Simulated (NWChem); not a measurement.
System: C₃H₇O₂, doublet; SMILES COCC[O]

Here is an NWChem input.

```
start job
memory heap 200 mb stack 900 mb global 1100 mb
geometry units angstroms noautosym nocenter noautoz
  C      0.573183     1.936248     0.173751
  O     -0.517300     1.212102    -0.308682
  C     -0.673207    -0.055514     0.253843
  C      0.247873    -1.102546    -0.384328
  O      0.133760    -2.338921     0.135208
  H      0.515427     2.085679     1.269908
  H      1.546570     1.456615    -0.050851
  H      0.562940     2.921142    -0.313645
  H     -1.717246    -0.359963     0.079986
  H     -0.506994    -0.049065     1.349471
  H      0.159206    -1.084650    -1.494780
  H      1.314410    -0.817825    -0.199100
end
basis spherical
  C library def2-svpd
  O library def2-svpd
  H library def2-svpd
end
dft
  odft
  mult 2
  xc b3lyp
  iterations 150
end
cosmo
  do_cosmo_smd true
  solvent water
end
task dft energy
```

Excerpt of the output:

```
             Northwest Computational Chemistry Package (NWChem) 7.3.0
             --------------------------------------------------------

                             Geometry "geometry" -> ""
                             -------------------------

 Output coordinates in angstroms (scale by  1.889725989 to convert to a.u.)

  No.       Tag          Charge          X              Y              Z
 ---- ---------------- ---------- -------------- -------------- --------------
    1 C                    6.0000     0.57318300     1.93624800     0.17375100
    2 O                    8.0000    -0.51730000     1.21210200    -0.30868200
    3 C                    6.0000    -0.67320700    -0.05551400     0.25384300
    4 C                    6.0000     0.24787300    -1.10254600    -0.38432800
    5 O                    8.0000     0.13376000    -2.33892100     0.13520800
    6 H                    1.0000     0.51542700     2.08567900     1.26990800
    7 H                    1.0000     1.54657000     1.45661500    -0.05085100
    8 H                    1.0000     0.56294000     2.92114200    -0.31364500
    9 H                    1.0000    -1.71724600    -0.35996300     0.07998600
   10 H                    1.0000    -0.50699400    -0.04906500     1.34947100
   11 H                    1.0000     0.15920600    -1.08465000    -1.49478000
   12 H                    1.0000     1.31441000    -0.81782500    -0.19910000

 Effective nuclear repulsion energy (a.u.)     182.0251638752

                                 NWChem DFT Module
                                 -----------------

 Summary of "ao basis" -> "ao basis" (spherical)
 ------------------------------------------------------------------------------
       Tag                 Description            Shells   Functions and Types
 ---------------- ------------------------------  ------  ---------------------
 C                         def2-svpd                 8       20   4s2p2d
 O                         def2-svpd                 9       23   4s3p2d
 H                         def2-svpd                 4        8   2s2p

 in cosmo_initialize ...
 calling solv_data for solv:h2o

 solvent parameters
 solvname_short: h2o
 solvname_long:  water
 dielec:       78.4000
 dielecinf:     1.7769
 aqueous SMD model solvent descriptors
 dielec:       78.4000
 sola:          0.8200

          ---------------
          -cosmo- solvent
          ---------------
 Cosmo: York-Karplus, doi: 10.1021/jp992097l
 dielectric constant -eps-     =  78.40
 screen = (eps-1)/(eps    )    =   0.98724
 surface charge correction     = lagrangian

   van der Waals surface
 --------------------------

 ---------- ATOMIC COORDINATES (A.U.) ------------ VDWR(ANG.) --
     1    1.08315881    3.65897817    0.32834178     1.850
     2   -0.97755525    2.29054065   -0.58332440     1.520
     3   -1.27217676   -0.10490625    0.47969371     1.850
     4    0.46841205   -2.08350983   -0.72627461     1.850
     5    0.25276975   -4.41991980    0.25550607     1.520
     6    0.97401580    3.94136181    2.39977815     1.200
     7    2.92259352    2.75260322   -0.09609446     1.200
     8    1.06380235    5.52015795   -0.59270311     1.200
     9   -3.24512439   -0.68023144    0.15115162     1.200
    10   -0.95807974   -0.09271941    2.55013042     1.200
    11    0.30085572   -2.04969129   -2.82472461     1.200
    12    2.48387474   -1.54546516   -0.37624444     1.200
 number of segments per atom =        128
 number of   points per atom =        128
 atom (   nspa,  nppa )
 ----------------------
    1 (     59,     0 )       0
    2 (     43,     0 )       0
    3 (     37,     0 )       0
    4 (     43,     0 )       0
    5 (     82,     0 )       0
    6 (     55,     0 )       0
    7 (     55,     0 )       0
    8 (     54,     0 )       0
    9 (     55,     0 )       0
   10 (     53,     0 )       0
   11 (     56,     0 )       0
   12 (     54,     0 )       0
 number of -cosmo- surface points =      646
 molecular surface =    105.433 angstrom**2
 molecular volume  =     82.564 angstrom**3
 -lineq- algorithm             =   0
 -bem- low  level              =   3
 -bem- from -octahedral-
 gaussian surface charge width =   4.50000
 degree of switching           =   1.00000
 switching function tolerance  =   0.00010
 atomic radii =
 --------------
    1  6.000  1.850
    2  8.000  1.520
    3  6.000  1.850
    4  6.000  1.850
    5  8.000  1.520
    6  1.000  1.200
    7  1.000  1.200
    8  1.000  1.200
    9  1.000  1.200
   10  1.000  1.200
   11  1.000  1.200
   12  1.000  1.200
 ...... end of -cosmo- initialization ......

 nat:                    12
 ixmem:                  7844
 calling mnsol_interface()
 G(SMD-CDS) energy (kcal/mol)  =     3.423
 SMD-CDS SASA (angstrom**2)    =   141.684

            General Information
            -------------------
          SCF calculation type: DFT
          Wavefunction type:  spin polarized.
          No. of atoms     :    12
          No. of electrons :    41
           Alpha electrons :    21
            Beta electrons :    20
          Charge           :     0
          Spin multiplicity:     2
          Use of symmetry is: off; symmetry adaption is: off
          Maximum number of iterations: 150
          AO basis - number of functions:   162
                     number of shells:    70
          Convergence on energy requested:  1.00D-06
          Convergence on density requested:  1.00D-05
          Convergence on gradient requested:  5.00D-04

              XC Information
              --------------
                         B3LYP Method XC Potential
                     Hartree-Fock (Exact) Exchange  0.200
                        Slater Exchange Functional  0.800 local
                    Becke 1988 Exchange Functional  0.720 non-local
              Lee-Yang-Parr Correlation Functional  0.810
                  VWN I RPA Correlation Functional  0.190 local

[...]

                                COSMO-SMD solvation results
                                ---------------------------

             internal energy in gas <Psi(g)|H|Psi(g)> =      -268.704763927227
         internal energy in solvent <Psi(s)|H|Psi(s)> =      -268.701208495303
                               delta internal energy  =         0.003555431924 (    2.23 kcal/mol)
   total free energy in solvent <Psi(s)|H+V/2|Psi(s)> =      -268.718598885260
 polarization energy contribution <Psi(s)|V/2|Psi(s)> =        -0.017390389957 (  -10.91 kcal/mol)
    total free energy in solvent including G(SMD-CDS) =      -268.713143518729
                       G(SMD-CDS) energy contribution =         0.005455366530 (    3.42 kcal/mol)
     1 M fixed-concentration free energy of solvation =        -0.008379591502 (   -5.26 kcal/mol)

                    DFT Final Alpha Molecular Orbital Analysis
                    ------------------------------------------

 Vector   19  Occ=1.000000D+00  E=-3.282192D-01
              MO Center= -1.8D-01,  2.1D-01,  3.2D-02, r^2= 3.7D+00
   Bfn.  Coefficient  Atom+Function         Bfn.  Coefficient  Atom+Function
  ----- ------------  ---------------      ----- ------------  ---------------
    27      0.360288   2 O  pz               88     -0.269076   5 O  px
    30      0.238667   2 O  pz              155      0.198858  12 H  s
   139     -0.196298  10 H  s                91     -0.175884   5 O  px
    48     -0.171638   3 C  px              131      0.164858   9 H  s
     7     -0.156751   1 C  pz              107     -0.149821   6 H  s

 Vector   20  Occ=1.000000D+00  E=-3.149304D-01
              MO Center=  1.5D-01, -1.3D+00, -1.8D-01, r^2= 3.1D+00
   Bfn.  Coefficient  Atom+Function         Bfn.  Coefficient  Atom+Function
  ----- ------------  ---------------      ----- ------------  ---------------
    90      0.463726   5 O  pz               93      0.311291   5 O  pz
   147      0.274515  11 H  s                70     -0.191109   4 C  pz
    67      0.182406   4 C  s                89      0.177197   5 O  py
   155     -0.162695  12 H  s                27      0.149333   2 O  pz
   148      0.144363  11 H  s                92      0.119914   5 O  py

 Vector   21  Occ=1.000000D+00  E=-2.759745D-01
              MO Center= -1.4D-01,  3.4D-01, -5.0D-02, r^2= 3.4D+00
   Bfn.  Coefficient  Atom+Function         Bfn.  Coefficient  Atom+Function
  ----- ------------  ---------------      ----- ------------  ---------------
    27     -0.305468   2 O  pz               25      0.294359   2 O  px
    30     -0.220171   2 O  pz               26     -0.211190   2 O  py
    28      0.208195   2 O  px              115     -0.175503   7 H  s
    88     -0.169679   5 O  px               90      0.168910   5 O  pz
    68      0.162094   4 C  px               29     -0.158553   2 O  py

 Vector   22  Occ=0.000000D+00  E= 2.019463D-02
              MO Center=  2.8D-01,  8.0D-01, -1.1D-01, r^2= 1.1D+01
   Bfn.  Coefficient  Atom+Function         Bfn.  Coefficient  Atom+Function
  ----- ------------  ---------------      ----- ------------  ---------------
    24      3.530901   2 O  s                67     -3.362227   4 C  s
     4     -2.995499   1 C  s                47     -2.142741   3 C  s
    87      1.748446   5 O  s                 3     -1.716183   1 C  s
    46     -1.036499   3 C  s               124      0.991158   8 H  s
   148      0.955605  11 H  s               108      0.914839   6 H  s

 Vector   23  Occ=0.000000D+00  E= 3.423032D-02
              MO Center=  8.8D-02, -9.4D-01, -1.2D-01, r^2= 1.1D+01
   Bfn.  Coefficient  Atom+Function         Bfn.  Coefficient  Atom+Function
  ----- ------------  ---------------      ----- ------------  ---------------
    67      4.256020   4 C  s                87     -1.662585   5 O  s
     4     -1.639726   1 C  s               156     -1.151554  12 H  s
    95     -1.073530   5 O  py               47     -1.055344   3 C  s
    24      1.019881   2 O  s                66      0.888503   4 C  s
   148     -0.864122  11 H  s               108      0.725750   6 H  s

 Vector   24  Occ=0.000000D+00  E= 4.494280D-02
              MO Center= -2.8D-01,  4.5D-01, -5.4D-02, r^2= 1.2D+01
   Bfn.  Coefficient  Atom+Function         Bfn.  Coefficient  Atom+Function
  ----- ------------  ---------------      ----- ------------  ---------------
    47      4.497192   3 C  s                 4     -3.390101   1 C  s
   132     -2.393752   9 H  s               124      1.937055   8 H  s
     3     -1.383802   1 C  s                24     -1.255061   2 O  s
    87     -1.233404   5 O  s                67      1.072844   4 C  s
    32      0.981078   2 O  py              116      0.954193   7 H  s

                     DFT Final Beta Molecular Orbital Analysis
                     -----------------------------------------

 Vector   18  Occ=1.000000D+00  E=-3.378733D-01
              MO Center= -3.6D-01,  7.6D-01, -1.9D-02, r^2= 2.8D+00
   Bfn.  Coefficient  Atom+Function         Bfn.  Coefficient  Atom+Function
  ----- ------------  ---------------      ----- ------------  ---------------
    25      0.278689   2 O  px               27      0.274754   2 O  pz
    50     -0.215625   3 C  pz              139     -0.215666  10 H  s
   131      0.199044   9 H  s                24     -0.189833   2 O  s
     5     -0.182719   1 C  px               28      0.177116   2 O  px
    30      0.176472   2 O  pz              124      0.167994   8 H  s

 Vector   19  Occ=1.000000D+00  E=-3.084327D-01
              MO Center=  2.3D-02, -3.7D-01, -1.5D-02, r^2= 4.5D+00
   Bfn.  Coefficient  Atom+Function         Bfn.  Coefficient  Atom+Function
  ----- ------------  ---------------      ----- ------------  ---------------
    90      0.354527   5 O  pz               27      0.337738   2 O  pz
    93      0.240422   5 O  pz               30      0.235974   2 O  pz
    88     -0.212287   5 O  px               67      0.209254   4 C  s
   107     -0.174431   6 H  s                25     -0.168367   2 O  px
    91     -0.144533   5 O  px              147      0.144985  11 H  s

 Vector   20  Occ=1.000000D+00  E=-2.706590D-01
              MO Center= -8.5D-02, -3.3D-01, -7.1D-02, r^2= 3.9D+00
   Bfn.  Coefficient  Atom+Function         Bfn.  Coefficient  Atom+Function
  ----- ------------  ---------------      ----- ------------  ---------------
    90      0.324985   5 O  pz               25      0.251148   2 O  px
    27     -0.248427   2 O  pz               93      0.225730   5 O  pz
    26     -0.188009   2 O  py               89      0.183815   5 O  py
    28      0.180721   2 O  px               30     -0.178714   2 O  pz
   147      0.163461  11 H  s                70     -0.152919   4 C  pz

 Vector   21  Occ=0.000000D+00  E=-1.665063D-01
              MO Center=  2.3D-01, -1.9D+00,  7.5D-03, r^2= 1.8D+00
   Bfn.  Coefficient  Atom+Function         Bfn.  Coefficient  Atom+Function
  ----- ------------  ---------------      ----- ------------  ---------------
    88      0.513861   5 O  px               91      0.380590   5 O  px
   155     -0.248074  12 H  s               156     -0.203905  12 H  s
    90      0.185739   5 O  pz              148      0.164350  11 H  s
    68     -0.150003   4 C  px               94      0.144971   5 O  px
    93      0.141167   5 O  pz              147      0.130335  11 H  s

 Vector   22  Occ=0.000000D+00  E= 2.094854D-02
              MO Center=  2.3D-01,  9.5D-01, -1.1D-01, r^2= 1.0D+01
   Bfn.  Coefficient  Atom+Function         Bfn.  Coefficient  Atom+Function
  ----- ------------  ---------------      ----- ------------  ---------------
    24      3.606272   2 O  s                67     -3.221568   4 C  s
     4     -3.097556   1 C  s                47     -2.191312   3 C  s
     3     -1.756826   1 C  s                87      1.710899   5 O  s
    46     -1.068367   3 C  s               124      1.031537   8 H  s
   108      0.949205   6 H  s               148      0.925798  11 H  s

 Vector   23  Occ=0.000000D+00  E= 3.647886D-02
              MO Center=  1.4D-01, -1.0D+00, -1.6D-01, r^2= 1.1D+01
   Bfn.  Coefficient  Atom+Function         Bfn.  Coefficient  Atom+Function
  ----- ------------  ---------------      ----- ------------  ---------------
    67      4.623124   4 C  s                87     -1.838524   5 O  s
     4     -1.480890   1 C  s               156     -1.238660  12 H  s
    95     -1.119470   5 O  py               47     -1.098577   3 C  s
   148     -0.988895  11 H  s                66      0.928156   4 C  s
    24      0.893995   2 O  s               108      0.715074   6 H  s

   alpha - beta orbital overlaps
   -----------------------------

   alpha      1      2      3      4      5      6      7      8      9     10
    beta      1      2      3      4      5      6      7      8      9     10
 overlap   1.000  1.000  1.000  1.000  1.000  0.981  0.979  0.995  0.990  0.990

   alpha     11     12     13     14     15     16     17     18     19     20
    beta     12     11     13     14     15     16     17     18     18     19
 overlap   0.892  0.970  0.940  0.766  0.878  0.988  0.910  0.634  0.714  0.762

   alpha     21     22     23     24     25     26     27     28     29     30
    beta     20     22     23     24     25     26     27     28     29     30
 overlap   0.928  0.999  0.998  0.999  0.999  0.997  0.997  0.999  0.998  0.998

[...]
```

Level: B3LYP/def2-SVPD, spin-unrestricted, SMD on the gas-phase geometry. Structure relaxed at the PBE0/def2-SVP, spin-unrestricted level. No stability test was run on the SCF state. B3LYP is NWChem's, with the RPA form of VWN correlation. Solvent: water.
